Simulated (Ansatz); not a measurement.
`OCC1=CB1` → `BC1=CCO1`  (isomerisation)

Computed with Ansatz on PBE0-D4/def2-TZVP structures; ΔE is electronic, products minus reactants. CBS: MP2 limit from def2 TZ/QZ plus the TZ coupled-cluster correction, frozen cores. Functionals use def2-TZVPP. Each species was taken in one conformer, which may not be the lowest.

| level | ΔE (kcal/mol) |
| --- | --- |
| revPBE-D4 | 12.8 |
| BLYP-D4 | 12.5 |
| ωB97M-V | 17.8 |
| BHLYP | 18.2 |
| SCS-MP2/def2-TZVPP | 15.4 |
| CCSD/def2-TZVPP | 16.2 |
| MP2/def2-QZVPP | 17.5 |
| MP2/CBS(def2) | 17.8 |

(1) What does CCSD(T)/CBS give? (Estimate.)

Largest T1 diagnostic among the species: 0.014.

Answers

(1) Computed: +15.8 kcal/mol. The listed levels differ from it by -3.0, -3.3, 2.0, 2.4, -0.4, 0.4, 1.7, 2.0 kcal/mol.

From PBE to PBE0 (25 % exact exchange), in def2-TZVPP and without D4, ΔE moves by +3.1 kcal/mol. Leaving LDA and LC-ωPBE aside and taking each functional with its dispersion term where it has one, the values, not all of them listed here, spread over 6.1 kcal/mol, from BLYP-D4 to r2SCAN0-D4.
